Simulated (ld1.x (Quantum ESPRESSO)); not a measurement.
# Transferability test, TM potential for Lu (Z = 71)

- Element: Lu (Z = 71)
- Generator: ld1.x (Quantum ESPRESSO) 7.5
- Type: norm-conserving Troullier–Martins (Kleinman–Bylander form)
- Functional: LDA (PZ)
- Relativity: scalar-relativistic
- Frozen core: [Kr] 4d10
- Valence charge: 25
- Reference configuration: 4f14 5s2 5p6 5d1 6s0 6p0 (charge +2)
- Partial waves: 5s (bound): rc 1.80 bohr; 5d (bound): rc 3.25 bohr; 4f (bound): rc 1.05 bohr; 5p (bound): rc 1.70 bohr
- Local potential: the p channel
- Core correction: none

Energies are relative to the spin-unpolarised reference configuration 4f14 5s2 5p6 5d1 6s0 6p0; without spin polarisation the order of configurations can differ from experiment. Spin-polarised rows fill each open shell by Hund’s rule, majority spin first. Not all tests gave a result: 5 of 9 tests not solved or not reliable. Left out of the table: 4f14 5s2 5p6 5d1 6s2 6p0 (solver errors, printed error -6333 eV); 4f14 5s2 5p6 5d1 6s1 6p0 (solver errors, printed error -3.1 eV); 4f14 5s2 5p6 5d1.5 6s1.5 6p0 (solver errors, printed error -6799 eV); 4f14 5s2 5p6 5d0 6s2 6p1 (solver errors, printed error -6745 eV); 4f14 5s2 5p6 5d1 6s2 6p0 (spin-polarised) (solver errors, printed error -6938 eV).

(1) Give the all-electron excitation energy and the error of the potential for: 4f14 5s2 5p6 5d0 6s0 6p0; 4f13 5s2 5p6 5d0 6s0 6p0; 4f14 5s2 5p6 5d1 6s0 6p1; 4f14 5s2 5p6 5d1 6s0 6p0 (spin-polarised).

Levels in the configuration 4f13 5s2 5p6 5d0 6s0 6p0:

```
level  all-electron (eV)  pseudo (eV)
   4f            -57.937      -58.733
   5s           -106.009     -106.307
   5p            -74.964      -75.038
```

Note: ghost state, extra bound levels that the all-electron valence spectrum of the same l lacks: s at -160.7 eV. A true bound ghost makes a file unfit for plane-wave use.

Answers

(1)

```csv
valence configuration,charge,ΔE all-electron (eV),error AE − PS (meV)
4f14 5s2 5p6 5d0 6s0 6p0,+3,20.212,+30
4f13 5s2 5p6 5d0 6s0 6p0,+4,67.298,-168
4f14 5s2 5p6 5d1 6s0 6p1,+1,-9.199,+59
4f14 5s2 5p6 5d1 6s0 6p0 (spin-polarised),+2,-0.163,+8.4
```
